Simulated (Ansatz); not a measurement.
Geometry optimisation, RHF/def2-SVP (Ansatz 0.2.0).

input.yaml

```yaml
crystal:
  periodic: [false, false, false]
  atoms:
    - { symbol: B, position_ang: [-0.060809, 0.602015, -0.293524] }
    - { symbol: H, position_ang: [-0.273626, -0.37806, 1.89299] }
    - { symbol: O, position_ang: [1.159466, -0.00354, -0.401361] }
    - { symbol: H, position_ang: [1.145189, -0.860262, -0.791975] }
    - { symbol: "N", position_ang: [-1.248039, 0.030109, -0.817677] }
    - { symbol: H, position_ang: [-1.293019, -0.889534, -1.201672] }
    - { symbol: H, position_ang: [-2.145833, 0.440974, -0.676598] }
    - { symbol: "N", position_ang: [-0.09012, 1.927659, 0.377451] }
    - { symbol: H, position_ang: [-0.844522, 2.559173, 0.203741] }
    - { symbol: H, position_ang: [0.782667, 2.400805, 0.496567] }
    - { symbol: H, position_ang: [-0.279354, 0.326859, 1.979557] }
basis:
  gaussian: { orbitals: def2-SVP }
hamiltonian:
  xc: hf
relax:
  f_tol: 0.03
  max_steps: 50
output:
  orbitals: {}
```

Command:

```bash
$ ansatz run input.yaml --threads 1 --pin off --max-ram 2048MiB --backend cpu --events-out ev --progress --plain --runs-dir out
```

Question: Where does it end, and by what steps?

Answer: The forces met the threshold. The force dipped under the threshold on the way, but the program's further checks kept it going. After 20 steps the energy has fallen by 0.398 eV; H2 moved furthest, 1.86 Å.

```
step  energy less start (eV)  largest force component (eV/Å)  accepted
   0                  0.0000                           1.903       yes
   1                 -0.2109                           0.772       yes
   2                 -0.2977                           0.407       yes
   3                 -0.3384                           0.206       yes
   4                 -0.3591                           0.172       yes
   5                 -0.3700                           0.210       yes
   6                 -0.3771                           0.143       yes
   7                 -0.3719                           0.592        no
   8                 -0.3818                           0.040       yes
   9                 -0.3845                           0.160       yes
  10                 -0.3866                           0.303       yes
  11                 -0.3901                           0.195       yes
  12                 -0.3939                           0.118       yes
  13                 -0.3954                           0.086       yes
  14                 -0.3955                           0.281       yes
  15                 -0.3968                           0.064       yes
  16                 -0.3971                           0.030       yes
  17                 -0.3973                           0.015       yes
  18                 -0.3975                           0.038       yes
  19                 -0.3975                           0.031       yes
  20                 -0.3976                           0.006       yes
```

```xyz
11
Properties=species:S:1:pos:R:3
B -0.022 0.588 -0.661
H -0.476 0.161 3.659
O 1.209 0.107 -1.031
H 1.192 -0.598 -1.655
N -1.224 0.061 -1.216
H -1.248 -0.688 -1.873
H -2.131 0.373 -0.941
N -0.041 1.627 0.306
H -0.864 2.113 0.588
H 0.808 2.033 0.637
H -0.351 0.380 2.955
```

Whether the end is a true minimum wasn't checked by a vibrational analysis.

The run took 27 s on 1 thread of Arm Neoverse V2, on a shared host, peak memory 0.16 GiB.
